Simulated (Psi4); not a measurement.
Psi4 input (wB97X-D/6-311+G**):

```
memory 1500 MB

molecule {
0 2
B    -0.92994411    0.36245407   -0.52356380
F    -2.19740190    0.25216418   -0.29244463
B     0.54962741   -0.07742270    0.09558151
F     1.17597794   -1.16277611   -0.34738303
F     1.23271102    0.75226117    0.87759560
symmetry c1
no_reorient
no_com
}

set {
  basis 6-311+G**
  reference uks
  scf_type pk
  dft_radial_points 99
  dft_spherical_points 590
  e_convergence 1e-8
  d_convergence 1e-7
  maxiter 150
}

e = energy('wb97x-d')
print_out(f'\nFINAL {e:.10f} DIPOLE {variable("CURRENT DIPOLE")[0]:.6f} {variable("CURRENT DIPOLE")[1]:.6f} {variable("CURRENT DIPOLE")[2]:.6f}\n')
```

Output:

```
   => Loading Basis Set <=

    Name: 6-311+G**
    Role: ORBITAL
    Keyword: BASIS
    atoms 1, 3   entry B          line   108 file 6-311pgss.gbs
    atoms 2, 4-5 entry F          line   192 file 6-311pgss.gbs

   => WB97X-D: Empirical Dispersion <=

    Chai and Head-Gordon Dispersion Correction
    Chai, J.-D.; Head-Gordon, M. (2010), J. Chem. Phys., 132: 6615-6620

        s6 =       1.000000

         ---------------------------------------------------------
                                   SCF
               by Justin Turney, Rob Parrish, Andy Simmonett
                          and Daniel G. A. Smith
                              UKS Reference
         ---------------------------------------------------------

  ==> Geometry <==

    Molecular point group: c1
    Full point group: C1

    Geometry (in Angstrom), charge = 0, multiplicity = 2:

       Center              X                  Y                   Z               Mass
    ------------   -----------------  -----------------  -----------------  -----------------
         B           -0.929944110000     0.362454070000    -0.523563800000    11.009305360000
         F           -2.197401900000     0.252164180000    -0.292444630000    18.998403162730
         B            0.549627410000    -0.077422700000     0.095581510000    11.009305360000
         F            1.175977940000    -1.162776110000    -0.347383030000    18.998403162730
         F            1.232711020000     0.752261170000     0.877595600000    18.998403162730

  Running in c1 symmetry.

  Rotational constants: A =      0.32830  B =      0.09834  C =      0.07721 [cm^-1]
  Rotational constants: A =   9842.26050  B =   2948.03610  C =   2314.80191 [MHz]
  Nuclear repulsion =  131.282320027445195

  Charge       = 0
  Multiplicity = 2
  Electrons    = 37
  Nalpha       = 19
  Nbeta        = 18

  ==> Algorithm <==

  SCF Algorithm Type is PK.
  DIIS enabled.
  MOM disabled.
  Fractional occupation disabled.
  Guess Type is SAD.
  Energy threshold   = 1.00e-08
  Density threshold  = 1.00e-07
  Integral threshold = 1.00e-12

[...]
      98A      6.355537    99A      6.360964   100A      6.361621
     101A      6.392392   102A      6.418457   103A      6.452583
     104A      6.499743   105A      6.684040   106A     14.583349
     107A     14.791626   108A     66.853313   109A     66.896562
     110A     66.901128

    Beta Occupied:

       1A    -24.877437     2A    -24.833236     3A    -24.833229
       4A     -6.970677     5A     -6.955413     6A     -1.381871
       7A     -1.353251     8A     -1.325094     9A     -0.701621
      10A     -0.684833    11A     -0.636723    12A     -0.622853
      13A     -0.604854    14A     -0.596001    15A     -0.584881
      16A     -0.537261    17A     -0.524741    18A     -0.477097

    Beta Virtual:

      19A     -0.026841    20A      0.010002    21A      0.045058
      22A      0.071935    23A      0.095330    24A      0.100573
      25A      0.105978    26A      0.113488    27A      0.116666
      28A      0.123536    29A      0.173358    30A      0.244944
      31A      0.291850    32A      0.292942    33A      0.302620
      34A      0.324364    35A      0.341288    36A      0.350193
      37A      0.359996    38A      0.366054    39A      0.378322
      40A      0.381588    41A      0.384287    42A      0.395984
      43A      0.456368    44A      0.458051    45A      0.476189
      46A      0.497185    47A      0.509438    48A      0.559919
      49A      0.567833    50A      0.613617    51A      0.629562
      52A      0.671674    53A      0.699102    54A      0.907510
      55A      0.920108    56A      1.062933    57A      1.095213
      58A      1.144399    59A      1.233619    60A      1.266666
      61A      1.297590    62A      1.314298    63A      1.367374
      64A      1.409579    65A      1.416733    66A      1.431949
      67A      1.435046    68A      1.446054    69A      1.459275
      70A      1.505418    71A      1.637339    72A      1.684845
      73A      1.910705    74A      1.936683    75A      1.967641
      76A      2.020137    77A      2.033620    78A      2.036658
      79A      2.306260    80A      2.391748    81A      2.522147
      82A      3.816612    83A      3.827281    84A      3.833298
      85A      3.850725    86A      3.859532    87A      3.885804
      88A      3.965990    89A      4.039173    90A      4.045710
      91A      4.130675    92A      4.144465    93A      4.311672
      94A      4.478415    95A      4.487662    96A      4.630164
      97A      6.340166    98A      6.357158    99A      6.363966
     100A      6.369458   101A      6.394885   102A      6.418962
     103A      6.453773   104A      6.502032   105A      6.684914
     106A     14.594627   107A     14.803734   108A     66.855021
     109A     66.897042   110A     66.901606

    Final Occupation by Irrep:
              A
    DOCC [    18 ]
    SOCC [     1 ]
    NA   [    19 ]
    NB   [    18 ]

  @UKS Final Energy:  -349.31605733624144

   => Energetics <=

    Nuclear Repulsion Energy =            131.2823200274451949
    One-Electron Energy =                -744.7235364411120599
    Two-Electron Energy =                 292.0112059529727730
    DFT Exchange-Correlation Energy =     -27.8852723425906568
    Empirical Dispersion Energy =          -0.0007745329566685
    VV10 Nonlocal Energy =                  0.0000000000000000
    Total Energy =                       -349.3160573362414425

  UHF NO Occupations:
  HONO-2 :   17  A 1.9998510
  HONO-1 :   18  A 1.9978784
  HONO-0 :   19  A 1.0000000
  LUNO+0 :   20  A 0.0021216
  LUNO+1 :   21  A 0.0001490
  LUNO+2 :   22  A 0.0001009
  LUNO+3 :   23  A 0.0000495

Computation Completed

Properties will be evaluated at   0.000000,   0.000000,   0.000000 [a0]

Properties computed using the SCF density matrix

 Multipole Moments:

 ------------------------------------------------------------------------------------
     Multipole            Electronic (a.u.)      Nuclear  (a.u.)        Total (a.u.)
 ------------------------------------------------------------------------------------

 L = 1.  Multiply by 2.5417464519 to convert [e a0] to [Debye]
 Dipole X            :         -0.4569826            0.0000001           -0.4569825
 Dipole Y            :          0.0469222            0.0000000            0.0469222
 Dipole Z            :         -0.0521901            0.0000000           -0.0521901
 Magnitude           :                                                    0.4623403

 ------------------------------------------------------------------------------------

FINAL -349.3160573362 DIPOLE -0.456983 0.046922 -0.052190

*** Psi4 exiting successfully. Buy a developer a beer!
```
